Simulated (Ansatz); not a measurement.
Molecule: sum formula AlNH₂Br₂, net charge 0, singlet state. 
Coordinates optimised at B3LYP-D3(BJ)/def2-TZVP (Ansatz, an electronic-structure program):
SMILES: [Al]([NH2])([Br])[Br]
```xyz
6

N     -2.3982    -0.2996     0.0311
Al    -0.6608    -0.0826     0.0086
Br     0.2039     1.9876    -0.1597
Br     0.6905    -1.8759     0.1481
H     -3.0661     0.4526    -0.0272
H     -2.8589    -1.1928     0.1039
```

Quantity: vertical ionisation energy (to the doublet state of charge +1; each state is the SCF solution reached for its spin), in eV. Valence correlation only, unless marked. Open shells are spin-unrestricted. Spin-orbit coupling is left out. The frozen core is the preceding noble-gas configuration, with the filled d and f shells of earlier blocks. Non-relativistic. CBS marks a two-point X^-3 extrapolation of the correlation energy; Hartree-Fock from the larger set.

```json
[
 {"level": "BHLYP/def2-TZVPD", "program": "Ansatz", "vertical ionisation energy (eV)": "?"},
 {"level": "SCS-MP2/def2-SVPD", "program": "Ansatz", "vertical ionisation energy (eV)": "10.42"},
 {"level": "CCSD/def2-SVPD", "program": "Ansatz", "vertical ionisation energy (eV)": "?"},
 {"level": "CCSD(T)/CBS(def2-TZVPPD,def2-QZVPPD)", "program": "Ansatz", "vertical ionisation energy (eV)": "10.50"}
]
```

### Question
Some entries are withheld; supply them.

### Answer

- BHLYP/def2-TZVPD, vertical ionisation energy (eV): 10.11
- CCSD/def2-SVPD, vertical ionisation energy (eV): 10.26
